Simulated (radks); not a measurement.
Ionisation ladder of indium, from In22+ to In43+. Each ion is in the ground configuration listed by NIST, and IE = E(next ion) - E(this ion). Calculated with a radial shooting solver on a logarithmic mesh with Libxc functionals: scalar-relativistic Kohn-Sham, PBEsol, spin-polarised, spherical densities, finite nucleus; open shells are filled with parallel spins first (spin-orbit coupling, left out, can overturn this in heavy ions); Fermi nuclear charge, rms radius 4.6156 fm.

species  configuration  IE, Delta-SCF (eV)  -e(HOMO) (eV)     HOMO
In22+         [Ar] 3d9              1114.8         1080.8  3d down
In23+         [Ar] 3d8              1184.3         1149.7  3d down
In24+         [Ar] 3d7              1254.9         1219.8  3d down
In25+         [Ar] 3d6              1326.6         1291.0  3d down
In26+         [Ar] 3d5              1420.8         1383.4    3d up
In27+         [Ar] 3d4              1497.2         1459.2    3d up
In28+         [Ar] 3d3              1574.9         1536.3    3d up
In29+         [Ar] 3d2              1653.6         1614.5    3d up
In30+         [Ar] 3d1              1733.2         1693.7    3d up
In31+             [Ar]                   ?         1945.2       3p
In32+     [Ne] 3s2 3p5              2051.5         2016.6  3p down
In33+     [Ne] 3s2 3p4              2121.8         2087.5  3p down
In34+     [Ne] 3s2 3p3                   ?         2178.8    3p up
In35+     [Ne] 3s2 3p2              2289.2         2252.9    3p up
In36+     [Ne] 3s2 3p1              2362.0         2326.4    3p up
In37+         [Ne] 3s2              2554.6         2522.9       3s
In38+         [Ne] 3s1                   ?         2601.9    3s up
In39+             [Ne]                   ?         6092.7       2p
In40+     [He] 2s2 2p5              6394.4         6295.3  2p down
In41+     [He] 2s2 2p4              6593.4         6496.5  2p down
In42+     [He] 2s2 2p3              6866.5         6762.0    2p up
In43+     [He] 2s2 2p2              7077.7         6973.8    2p up

Estimate the withheld Delta-SCF values.

Answer. In31+: 1980.3 eV (NIST 1961); In34+: 2215.3 eV (NIST 2207); In38+: 2633.9 eV (NIST 2628.8); In39+: 6192.3 eV (NIST 6126).
